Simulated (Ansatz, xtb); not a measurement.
## Relative energy of two structures of FGaGeH2S

We compare X, `[F][GeH2][S][Ga]`, a singlet, with Y, a singlet given by its coordinates. Both are isolated molecules in the gas phase, relaxed with PBE0-D3(BJ)/def2-SVP; the shapes shown needn't be the lowest conformers.

X (Å):

```xyz
6

F    -2.1173    2.5278   -1.0143
Ga   -0.6431    2.3817    2.8970
Ge   -0.4983    2.5646   -0.3632
S    -0.2522    0.9518    1.0967
H     0.4488    2.3897   -1.5542
H    -0.3854    3.9501    0.3147
```

Y (Å):

```xyz
6

F     0.3923    0.3578    1.2206
Ga    1.2883    1.8892    0.2378
Ge   -1.4725    0.7895    0.9997
S    -0.9505    2.5603   -0.1196
H     1.9129    1.2235   -1.0283
H     1.9803    2.7204    1.3632
```

Close contacts (Å): F1–Ga2 2.03, F1–Ge3 1.93, Ga2–S4 2.36, Ge3–S4 2.16, Ga2–H5 1.56, Ga2–H6 1.56.

Estimate which is lower in electronic energy at CCSD(T)/def2-SVP + ΔMP2/def2-TZVPP, and by roughly how much.

Too close to call at this level: CCSD(T)/def2-SVP + ΔMP2/def2-TZVPP gives E(Y) − E(X) = −1.65 kcal/mol.

The same difference at several levels:

| level | geometry | E(Y) − E(X) (kcal/mol) | departure from the last row (kcal/mol) | job, with rough time for the two |
| --- | --- | --- | --- | --- |
| PBE0-D3(BJ)/def2-SVP | PBE0-D3(BJ)/def2-SVP | −3.58 | −1.93 | optimisation, 56 s |
| HF/def2-SVP | PBE0-D3(BJ)/def2-SVP | −0.80 | +0.85 | part of the CCSD(T) run |
| MP2/def2-SVP | PBE0-D3(BJ)/def2-SVP | −4.95 | −3.30 | part of the CCSD(T) run |
| CCSD(T)/def2-SVP | PBE0-D3(BJ)/def2-SVP | −4.81 | −3.16 | single point |
| CCSD(T)/def2-SVP + ΔMP2/def2-TZVPP | PBE0-D3(BJ)/def2-SVP | −1.65 |  | single point, 55 s |

The largest departure from CCSD(T)/def2-SVP + ΔMP2/def2-TZVPP is that of MP2/def2-SVP, 3.30 kcal/mol. Levels run at GFN2-xTB geometries aren't shown. The last row adds to CCSD(T) the change of the MP2 difference between the two basis sets, here +3.16 kcal/mol, a large step that makes the value less sure.

With harmonic frequencies from PBE0-D3(BJ)/def2-SVP (ideal gas, rigid rotor, one conformer each, 298.15 K, 1 atm): on the last row, ΔE + ΔZPE = −2.75 kcal/mol. A mode under 50 cm⁻¹ makes harmonic enthalpies and free energies unreliable, so none is given.

The correlated steps freeze 24 core orbitals; the filled d shell of Ga and Ge is correlated, in a basis made for valence electrons. Codes used: Ansatz 0.2.0; the last row on 2 threads of AMD EPYC 7R43 64-Core Processor (Zen 3) on a shared host.
